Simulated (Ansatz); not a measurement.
Ansatz (an electronic-structure program) input for Cl₂H₂SeSi, SMILES Cl[SiH](Cl)[SeH], PBE-D3(BJ)/def2-SVP. 

Ansatz 0.2 input:
```yaml
crystal:
  periodic: [false, false, false]
  atoms:
    - {symbol: Si, position_ang: [-0.45273420, 0.24799675, 0.57316411]}
    - {symbol: Cl, position_ang: [-2.03489305, -0.82013625, -0.21298295]}
    - {symbol: Cl, position_ang: [-0.53685073, 2.21234913, -0.06923182]}
    - {symbol: Se, position_ang: [1.42118599, -0.81123147, -0.16954033]}
    - {symbol: H, position_ang: [-0.56766113, 0.26984530, 2.04743021]}
    - {symbol: H, position_ang: [2.30526028, 0.17245163, 0.49029460]}
basis:
  gaussian:
    orbitals: def2-SVP
hamiltonian:
  xc: pbe
  dispersion: d3bj
relax: {f_tol: 0.002, max_steps: 200}
```

Program output:

```
WARN ansatz: RAYON_NUM_THREADS=1 ignored (pool sized by the plan → 1); use --threads N
Functional definition: PBE
integrals: 0.05 GiB planned
1048 factors; their error is unknown
mean field: 0.24 GiB planned
mean field evaluation 1: about -98265.5117 eV, gradient 1.5e1 eV
mean field evaluation 2: about -98265.7639 eV, gradient 1.2e1 eV
mean field evaluation 4: about -98266.1111 eV, gradient 6.6e-1 eV
mean field evaluation 8: about -98265.9649 eV, gradient 9.2e-2 eV
mean field evaluation 16: about -98265.9649 eV, gradient 4.9e-5 eV
mean field -98265.96487044 eV, -3611.2076019255 hartree, gradient 4.9e-5 eV, S^2 0.000000; 0 other end points of the search recorded, 0 dependent functions left out
the calculation of the forces begins
reference -98265.96489902 eV, -3611.2076029756 hartree; 42, 42 occupied and 54, 54 virtual orbitals, 1048 factors
relax step   1: F+E_penalty+E_count = -98266.17431660 eV  Δ(F+E_penalty+E_count) = +0.000e0 eV  max|allowed force component| = 2.740e-1 eV/Å  Δτ_max = 0.0000 Å  (24 SCF iters, accepted)
these checks for a lower state are left out or cut short: starts, cluster_reference, orbital_swaps, neighbouring_geometries, increment
integrals: 0.05 GiB planned
1048 factors; their error is unknown
mean field: 0.24 GiB planned
mean field -98265.96831596 eV, -3611.2077285459 hartree, gradient 2.6e-5 eV, S^2 0.000000; 0 other end points of the search recorded, 0 dependent functions left out
the calculation of the forces begins
reference -98265.96834453 eV, -3611.2077295959 hartree; 42, 42 occupied and 54, 54 virtual orbitals, 1048 factors
relax step   2: F+E_penalty+E_count = -98266.17750444 eV  Δ(F+E_penalty+E_count) = -3.188e-3 eV  max|allowed force component| = 9.595e-2 eV/Å  Δτ_max = 0.0161 Å  (26 SCF iters, accepted)
these checks for a lower state are left out or cut short: starts, cluster_reference, orbital_swaps, neighbouring_geometries, increment
integrals: 0.05 GiB planned
1048 factors; their error is unknown
mean field: 0.24 GiB planned
mean field -98265.96933013 eV, -3611.2077658161 hartree, gradient 2.5e-5 eV, S^2 0.000000; 0 other end points of the search recorded, 0 dependent functions left out
the calculation of the forces begins
reference -98265.96935875 eV, -3611.2077668678 hartree; 42, 42 occupied and 54, 54 virtual orbitals, 1048 factors
relax step   3: F+E_penalty+E_count = -98266.17827308 eV  Δ(F+E_penalty+E_count) = -7.686e-4 eV  max|allowed force component| = 1.491e-2 eV/Å  Δτ_max = 0.0129 Å  (27 SCF iters, accepted)
these checks for a lower state are left out or cut short: starts, cluster_reference, orbital_swaps, neighbouring_geometries, increment
integrals: 0.05 GiB planned
1048 factors; their error is unknown
mean field: 0.24 GiB planned
mean field evaluation 32: about -98265.9693 eV, gradient 7.7e-2 eV
mean field -98265.96929506 eV, -3611.2077645270 hartree, gradient 3.6e-5 eV, S^2 0.000000; 0 other end points of the search recorded, 0 dependent functions left out
the calculation of the forces begins
reference -98265.96932367 eV, -3611.2077655784 hartree; 42, 42 occupied and 54, 54 virtual orbitals, 1048 factors
relax step   4: F+E_penalty+E_count = -98266.17829773 eV  Δ(F+E_penalty+E_count) = -2.465e-5 eV  max|allowed force component| = 2.153e-3 eV/Å  Δτ_max = 0.0015 Å  (18 SCF iters, accepted)
these checks for a lower state are left out or cut short: starts, cluster_reference, orbital_swaps, neighbouring_geometries, increment
integrals: 0.05 GiB planned
1048 factors; their error is unknown
mean field: 0.24 GiB planned
mean field -98265.96928814 eV, -3611.2077642730 hartree, gradient 1.9e-5 eV, S^2 0.000000; 0 other end points of the search recorded, 0 dependent functions left out
the calculation of the forces begins
reference -98265.96931675 eV, -3611.2077653244 hartree; 42, 42 occupied and 54, 54 virtual orbitals, 1048 factors
relax step   5: F+E_penalty+E_count = -98266.17830070 eV  Δ(F+E_penalty+E_count) = -2.972e-6 eV  max|allowed force component| = 2.166e-3 eV/Å  Δτ_max = 0.0006 Å  (17 SCF iters, accepted)
these checks for a lower state are left out or cut short: starts, cluster_reference, orbital_swaps, neighbouring_geometries, increment
integrals: 0.05 GiB planned
1048 factors; their error is unknown
mean field: 0.24 GiB planned
mean field -98265.96932253 eV, -3611.2077655366 hartree, gradient 2.5e-5 eV, S^2 0.000000; 0 other end points of the search recorded, 0 dependent functions left out
the calculation of the forces begins
reference -98265.96935114 eV, -3611.2077665881 hartree; 42, 42 occupied and 54, 54 virtual orbitals, 1048 factors
relax step   6: F+E_penalty+E_count = -98266.17831129 eV  Δ(F+E_penalty+E_count) = -1.059e-5 eV  max|allowed force component| = 1.031e-2 eV/Å  Δτ_max = 0.0066 Å  (27 SCF iters, accepted)
these checks for a lower state are left out or cut short: starts, cluster_reference, orbital_swaps, neighbouring_geometries, increment
integrals: 0.05 GiB planned
1048 factors; their error is unknown
mean field: 0.24 GiB planned
mean field -98265.96934950 eV, -3611.2077665277 hartree, gradient 8.3e-6 eV, S^2 0.000000; 0 other end points of the search recorded, 0 dependent functions left out
the calculation of the forces begins
reference -98265.96937811 eV, -3611.2077675792 hartree; 42, 42 occupied and 54, 54 virtual orbitals, 1048 factors
relax step   7: F+E_penalty+E_count = -98266.17833101 eV  Δ(F+E_penalty+E_count) = -1.972e-5 eV  max|allowed force component| = 6.917e-4 eV/Å  Δτ_max = 0.0055 Å  (21 SCF iters, accepted)
these checks for a lower state are left out or cut short: starts, cluster_reference, orbital_swaps, neighbouring_geometries, increment
integrals: 0.05 GiB planned
1048 factors; their error is unknown
mean field: 0.24 GiB planned
mean field -98265.96936098 eV, -3611.2077669497 hartree, gradient 1.2e-5 eV, S^2 0.000000; 0 other end points of the search recorded, 0 dependent functions left out
the calculation of the forces begins
reference -98265.96938959 eV, -3611.2077680013 hartree; 42, 42 occupied and 54, 54 virtual orbitals, 1048 factors
relax step   8: F+E_penalty+E_count = -98266.17833305 eV  Δ(F+E_penalty+E_count) = -2.043e-6 eV  max|allowed force component| = 7.542e-4 eV/Å  Δτ_max = 0.0036 Å  (21 SCF iters, accepted)
integrals: 0.05 GiB planned
1048 factors; their error is unknown
mean field: 0.24 GiB planned
mean field evaluation 64: about -98266.1172 eV, gradient 1.7e-1 eV
mean field -98265.96936098 eV, -3611.2077669497 hartree, gradient 1.2e-5 eV, S^2 0.000000; 1 other end points of the search recorded, 0 dependent functions left out
the calculation of the forces begins
reference -98265.96938959 eV, -3611.2077680013 hartree; 42, 42 occupied and 54, 54 virtual orbitals, 1048 factors
Total energy: -98266.17836167 eV, -3611.2154475832 hartree
Atom 0 at    -0.449111     0.250229     0.567713 Å, force     0.000346     0.000422    -0.000754 eV/Å
Atom 1 at    -2.034325    -0.826128    -0.213751 Å, force     0.000010    -0.000002     0.000047 eV/Å
Atom 2 at    -0.544503     2.220511    -0.073459 Å, force    -0.000311    -0.000060     0.000187 eV/Å
Atom 3 at     1.421159    -0.813664    -0.185525 Å, force     0.000277     0.000375     0.000742 eV/Å
Atom 4 at    -0.560686     0.274819     2.057472 Å, force     0.000082    -0.000150     0.000194 eV/Å
Atom 5 at     2.301773     0.165508     0.506684 Å, force    -0.000404    -0.000584    -0.000416 eV/Å
Dipole moment:     0.215165     0.014744     0.207467 e Å
```

Self-consistency was reached.
